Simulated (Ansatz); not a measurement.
Two isomers of C3H9BSi: A = `C=C[SiH2]BC`, B = `BC(=C)[SiH2]C`.

Gas-phase electronic energies from Ansatz, PBE0-D4/def2-TZVP geometries. CBS: MP2 limit from def2 TZ/QZ plus the TZ coupled-cluster correction, frozen cores. Functionals use def2-TZVPP. Each species was taken in one conformer, which may not be the lowest.

(1) Which is lower in electronic energy at CCSD(T)/CBS, and by how much? (Best estimate.)

(2) Give E(B) − E(A) in kJ/mol with CCSD(T)/def2-SVP, PBE0-D4, ωB97M-V, CCSD(T)/def2-TZVPP, CCSD/def2-TZVPP, PBE-D4, LDA (SPW92). (Estimate.)

(3) Does the order hold for the free energy at 298.15 K (harmonic terms from PBE0-D4)? (An estimate is asked.)

Largest T1 diagnostic: 0.012.

Results:

(1) Ansatz gave: B, by 39.8 kJ/mol.

(2) The calculation gave: CCSD(T)/def2-SVP -35.0, PBE0-D4 -32.5, ωB97M-V -41.2, CCSD(T)/def2-TZVPP -40.0, CCSD/def2-TZVPP -38.9, PBE-D4 -28.6, LDA (SPW92) -27.6. None reverses the order clearly.

(3) The calculation gave: Yes: G(B) − G(A) = -37.5 kJ/mol, for one conformer each. Modes under 60 cm⁻¹, often nearly free rotors, make the harmonic entropy too high.

Leaving LDA and LC-ωPBE aside and taking each functional with its dispersion term where it has one, the values, not all of them listed here, spread over 14.2 kJ/mol, from BHLYP-D4 to PBE-D4. From BLYP to BHLYP (50 % exact exchange), in def2-TZVPP and without D4, E(B) − E(A) moves by −8.5 kJ/mol.
